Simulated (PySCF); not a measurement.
# Si2H8N2

The system: Si2H8N2, a small molecule; neutral, singlet. The structure, one conformer, was relaxed in the gas phase by PBE0-D3(BJ)/def2-SVP. No frequency run checks that it is a minimum.

SMILES: NN([SiH3])[SiH3]

```xyz
12

Si    1.570   -0.351    0.346
N    -0.068    0.162    0.027
Si   -1.497   -0.752   -0.395
N    -0.369    1.551    0.094
H     1.639   -1.837    0.249
H     2.520    0.273   -0.631
H     1.997    0.100    1.711
H    -2.030   -0.347   -1.731
H    -2.579   -0.564    0.618
H    -1.099   -2.192   -0.437
H     0.194    2.071   -0.580
H    -0.160    1.914    1.025
```
Atom numbers follow the order of the file, from 1.

Shieldings: GIAO PBE0/pcSseg-2. Shifts are against computed references at the same level: H TMS (σ 31.24 ppm), Si TMS (σ 341.3 ppm). Core levels by delta-SCF with SCAN, pcX-2 on the ionised atom and pcseg-1 elsewhere, spin-free X2C (2p3/2 is the spin-free 2p value less a third of a first-order spin-orbit splitting); from the vacuum level, for chosen atoms.

(1) Give the NMR and core-level values of the distinct atoms.

(2) By CAM-B3LYP/def2-SVPD (TDDFT singlets, Tamm-Dancoff triplets, ionisation by delta-SCF), where does absorption start, and what does vertical ionisation take?

## Answers

(1) 
```
    atoms   bonded to  σ (ppm)  δ (ppm)  core level (eV)
      Si1   1 N + 3 H    388.0    -46.8     2p3/2 107.05
       N2  1 N + 2 Si    224.4        -        1s 404.69
      Si3   1 N + 3 H    390.5    -49.2     2p3/2 106.87
       N4   1 N + 2 H    190.6        -        1s 406.02
 H5 H6 H7        1 Si    26.49     4.76                -
H8 H9 H10        1 Si    26.53     4.72                -
  H11 H12         1 N    28.67     2.58                -
```

Values are those of this one static structure, with the three H of a rotating XH3 group averaged; atoms that internal rotation interchanges would show their mean in an NMR spectrum.

(2) The lowest singlet lies at 6.08 eV (f 0.001), the strongest of the first 6 at 7.38 eV (f 0.063), the lowest triplet at 5.85 eV; vertical ionisation takes 9.24 eV.

The 3 runs behind this took 71 s in all, one thread each of Intel Xeon 6975P-C on a shared host, launched as `OMP_NUM_THREADS=1 python cluster_run.py task.json out`.
